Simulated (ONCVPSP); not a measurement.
# u(r) = r·R(r): atom against pseudo-atom (N)

Columns: radius, all-electron u(r) and pseudo u(r) of the 2p shell (level -7.04 eV) of nitrogen in the configuration [He] 2s2 2p3; PBEsol, scalar-relativistic, ONCV scheme, ONCVPSP 4.0.1.

| r (bohr) | all-electron | pseudo |
| --- | --- | --- |
| 0.110 | 0.0851 | 0.0263 |
| 0.220 | 0.2430 | 0.1016 |
| 0.330 | 0.4009 | 0.2157 |
| 0.440 | 0.5333 | 0.3532 |
| 0.550 | 0.6347 | 0.4961 |
| 0.660 | 0.7065 | 0.6272 |
| 0.770 | 0.7515 | 0.7333 |
| 0.880 | 0.7743 | 0.8065 |
| 0.990 | 0.7797 | 0.8450 |
| 1.100 | 0.7718 | 0.8512 |
| 1.210 | 0.7544 | 0.8310 |
| 1.320 | 0.7301 | 0.7924 |
| 1.430 | 0.7012 | 0.7442 |
| 1.540 | 0.6694 | 0.6941 |
| 1.650 | 0.6359 | 0.6473 |
| 1.760 | 0.6016 | 0.6056 |
| 1.870 | 0.5674 | 0.5683 |
| 1.980 | 0.5337 | 0.5338 |
| 2.090 | 0.5008 | 0.5008 |
| 2.200 | 0.4690 | 0.4690 |
| 2.310 | 0.4385 | 0.4385 |
| 2.420 | 0.4094 | 0.4094 |
| 2.530 | 0.3818 | 0.3818 |
| 2.640 | 0.3557 | 0.3557 |
| 2.750 | 0.3311 | 0.3311 |
| 2.860 | 0.3080 | 0.3080 |

Q: How many radial nodes do the two functions have?

A: The all-electron 2p function has n − l − 1 = 0; the pseudo-wave has 0.

Q: At about which radius was the pseudo-wave matched?

A: 2.20 bohr. The columns agree to 0.0005 from 1.98 bohr on; several derivatives are matched, so the curves merge somewhat inside the radius.

Q: Where does each function peak?

A: Outermost all-electron maximum near 0.99 bohr, pseudo maximum near 1.10 bohr (to the table’s step).

Q: Is the pseudo-wave norm-conserving?

A: Yes: the ONCV scheme keeps the norm inside the radius equal to the all-electron one, which fixes the energy derivative of the logarithmic derivative at the level.
